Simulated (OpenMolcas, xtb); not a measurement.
## A ladder of methods for CH6O2Si (SMILES C[SiH](O)O)

The species is CH6O2Si (10 atoms), meant as a singlet with charge 0. As SMILES, `C[SiH](O)O`. Geometry: relaxed at PBE0-D4/def2-TZVP. This is one conformer, not always the lowest.

Quantity: the HOMO–LUMO gap, in eV. The values are calculated.

```tsv
level	kind	program	value (eV)	CPU time
GFN0-xTB	semi-empirical	xtb	6.34	under 2 s
HF/cc-pVDZ	Hartree–Fock	OpenMolcas	16.57	8.9 s
SVWN5/cc-pVDZ	LDA	OpenMolcas	7.21	28 s
BLYP/cc-pVDZ	GGA	OpenMolcas	7.09	39 s
M06-L/cc-pVDZ	meta-GGA	OpenMolcas	8.38	49 s
M06-2X/cc-pVDZ	hybrid meta-GGA	OpenMolcas	11.86	49 s
B2PLYP/cc-pVDZ	double hybrid	OpenMolcas	12.23	27 s
```

The values span 6.34 to 16.57 eV. Orbital gaps aren't excitation energies, and those of double hybrids come from the SCF part alone; they tend to grow with the share of exact exchange. CPU times are rough (shared hosts, several kinds of processor): they show what a rung costs within a factor of a few.
